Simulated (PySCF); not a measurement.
B(F)2(NH2), SMILES NB(F)F (H2BF2N), B3LYP/def2-SVP optimised geometry.

```
6

B      0.20    -0.46     0.00
F      1.53    -0.46     0.00
F     -0.41    -1.64     0.00
N     -0.52     0.73     0.00
H     -1.53     0.76     0.00
H     -0.08     1.64     0.00
```

Density from B3LYP/def2-TZVP (PySCF) at that geometry.

Minimum of the electron density along straight lines between bonded atoms, close to the bond critical point (lines longer than 1.1 times the sum of covalent radii, or with two minima, are not listed):

| bond | length / Å | ρ at the minimum / e bohr⁻³ | ∇²ρ there / e bohr⁻⁵ | position (fraction from the first atom) |
|---|---|---|---|---|
| B1–F2 | 1.333 | 0.201 | 1.16 | 0.34 |
| B1–F3 | 1.333 | 0.201 | 1.16 | 0.34 |
| B1–N4 | 1.397 | (withheld) | (withheld) | 0.33 |
| N4–H5 | 1.012 | 0.336 | -1.69 | 0.74 |
| N4–H6 | 1.012 | 0.336 | -1.69 | 0.74 |

Task: Complete the blanks.

Result: 
- B1–N4, ρ at the minimum / e bohr⁻³: 0.221
- B1–N4, ∇²ρ there / e bohr⁻⁵: 0.48
